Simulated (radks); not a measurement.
Removal energies from the aluminium ion Al2+, [Ne] 3s1, by Delta-SCF beside the eigenvalue of the level emptied. All-electron calculation, scalar-relativistic Kohn-Sham, LDA (Slater exchange, Perdew-Wang correlation), spin-polarised, spherical densities, finite nucleus; Fermi nuclear charge, rms radius of each element as measured or else 0.836 A^(1/3) + 0.57 fm. Program: a radial shooting solver on a logarithmic mesh with Libxc functionals. Open shells are filled with parallel spins first.

removed from,final configuration,Delta-SCF (eV),-eigenvalue (eV)
3s,[Ne],28.870,24.585
2p,[He] 2s2 2p5 3s1,105.33,90.180
2s,[He] 2s1 2p6 3s1,142.46,127.97
1s,1s1 2s2 2p6 3s1,1583.4,1525.3
